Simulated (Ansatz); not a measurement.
Ansatz (a program for electronic structure) input (RI-MP2/def2-QZVPPD):
A basis named .json is the Basis Set Exchange file of that set.

Ansatz 0.2 input:
```yaml
crystal:
  periodic: [false, false, false]
  atoms:
    - {symbol: Y, position_ang: [-0.00000000, -0.00000000, -0.04795507]}
    - {symbol: H, position_ang: [0.00000000, 0.00000000, 1.87024792]}
basis:
  gaussian:
    orbitals: def2-QZVPPD.json
    fitting: {mean_field: def2-universal-jkfit, correlation: def2-QZVPPD-RIFIT.json}
magnetization: {spin_polarized: false}
correlation: {method: mp2, electrons: outside_noble_gas}
```

Output:

```
Functional definition: HF
integrals: 0.04 GiB planned
273 factors; integrals over basis functions are off by at most 2.7e0 eV
317 factors; integrals over basis functions are off by at most 2.7e0 eV
mean field: 0.15 GiB planned
mean field evaluation 1: about -1044.1098 eV, gradient 1.2e1 eV
mean field evaluation 2: about -1044.8055 eV, gradient 4.1e0 eV
mean field evaluation 4: about -1044.8786 eV, gradient 4.6e-1 eV
mean field evaluation 8: about -1044.8845 eV, gradient 1.7e-6 eV
mean field -1044.88447696 eV, -38.3987962802 hartree, gradient 1.7e-6 eV, S^2 0.000000; 0 other end points of the search recorded, 0 dependent functions left out; unrestricted orbitals would lower it
4 core orbitals not correlated
reference -1044.88447696 eV, -38.3987962802 hartree; 2, 2 occupied and 108, 108 virtual orbitals, 317 factors
second order -1.58750779 eV of doubles, -0.00000000 eV of singles
Total energy: -1046.47198475 eV, -38.4571361155 hartree
```
